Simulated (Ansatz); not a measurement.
Species: CuI, net charge 0, singlet state. 
Structure (B3LYP-D3(BJ)/def2-TZVP (Ansatz, a quantum-chemistry and plane-wave program) minimum search):
SMILES: [Cu][I]
```xyz
2

Cu     0.0000     0.0000    -1.5484
I      0.0000     0.0000     0.8472
```
Charge 0, spin multiplicity 1.

Basis-set convergence of Hartree-Fock and MP2 correlation energies (hartree) with Ansatz. Valence correlation only, unless marked. Spin-orbit coupling is left out. The frozen core is the preceding noble-gas configuration, with the filled d and f shells of earlier blocks. Past Kr the def2 sets carry scalar-relativistic core potentials.

The T1 diagnostic of CCSD in the largest basis is 0.026, which is high, so the coupled-cluster rows are less sure than usual.

```tsv
basis	functions	E(HF)	E(corr, MP2)
def2-SVP	57	-1935.41689	-0.39196
def2-TZVPP	114	-1935.65714	-0.62978
def2-QZVPP	182	-1935.69895	-0.68042
```

Extrapolating the two largest sets (X = 3 and 4) as X^-3: E(corr) = (64·(-0.68042) - 27·(-0.62978))/37 = -0.7174 Eh, an estimate of the basis-set limit. The largest set recovers 94.8 % of it, the smallest 54.6 %.
